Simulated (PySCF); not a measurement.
**Re⁻ (rhenium, charge -1) across methods**

[Xe] 4f14 5d6 6s2, high-spin 5D determinant. Calculation: PySCF 2.14, in aug-cc-pwCVDZ-PP with ECP60MDF (6s6p5d3f, 70 functions); scalar relativity through the core potential.

```json
{"method": "M06-L", "E (hartree)": "-78.5037", "mean ε 5d α (eV)": "0.677", "mean ε 6s β (eV)": "1.102", "mean ε 5d β (eV)": "2.662", "Σ⟨r²⟩ (bohr²)": "82.38", "⟨S²⟩": "6.080"}
{"method": "r2SCAN", "E (hartree)": "-78.5071", "mean ε 5d α (eV)": "0.329", "mean ε 6s β (eV)": "0.717", "mean ε 5d β (eV)": "2.661", "Σ⟨r²⟩ (bohr²)": "84.65", "⟨S²⟩": "6.143"}
{"method": "LDA", "E (hartree)": "-78.3272", "mean ε 5d α (eV)": "0.704", "mean ε 6s β (eV)": "0.533", "mean ε 5d β (eV)": "2.696", "Σ⟨r²⟩ (bohr²)": "83.16", "⟨S²⟩": "6.063"}
{"method": "LC-wPBE", "E (hartree)": "-78.4567", "mean ε 5d α (eV)": "-2.831", "mean ε 6s β (eV)": "-1.067", "mean ε 5d β (eV)": "-0.334", "Σ⟨r²⟩ (bohr²)": "81.71", "⟨S²⟩": "6.072"}
{"method": "PBE0", "E (hartree)": "-78.4573", "mean ε 5d α (eV)": "-0.408", "mean ε 6s β (eV)": "0.375", "mean ε 5d β (eV)": "1.926", "Σ⟨r²⟩ (bohr²)": "83.23", "⟨S²⟩": "6.078"}
{"method": "UHF", "E (hartree)": "-77.76448", "mean ε 5d α (eV)": "-4.509", "mean ε 6s β (eV)": "-0.062", "mean ε 5d β (eV)": "-0.401", "Σ⟨r²⟩ (bohr²)": "96.70", "⟨S²⟩": "6.302"}
{"method": "r2SCANh", "E (hartree)": "-78.4857", "mean ε 5d α (eV)": "-0.103", "mean ε 6s β (eV)": "0.542", "mean ε 5d β (eV)": "2.379", "Σ⟨r²⟩ (bohr²)": "84.26", "⟨S²⟩": "6.138"}
{"method": "PBE", "E (hartree)": "-78.5067", "mean ε 5d α (eV)": "0.748", "mean ε 6s β (eV)": "0.792", "mean ε 5d β (eV)": "2.679", "Σ⟨r²⟩ (bohr²)": "84.12", "⟨S²⟩": "6.071"}
```

Task: Estimate the same row for MN15.

Result: E (hartree) = -78.3647; mean ε 5d α (eV) = -0.811; mean ε 6s β (eV) = -0.444; mean ε 5d β (eV) = 1.080; Σ⟨r²⟩ (bohr²) = 82.11; ⟨S²⟩ = 6.043.

Energies and moments cover only the electrons outside the core potential. Spin-orbit coupling, absent here, splits the open shell strongly. ⟨S²⟩ = 6.07 against 6.00 shows spin contamination.

The highest occupied level is positive at M06-L, r2SCAN, LDA, PBE0, MN15, r2SCANh, PBE: only the finite basis holds that electron, which in a density functional comes from self-interaction.
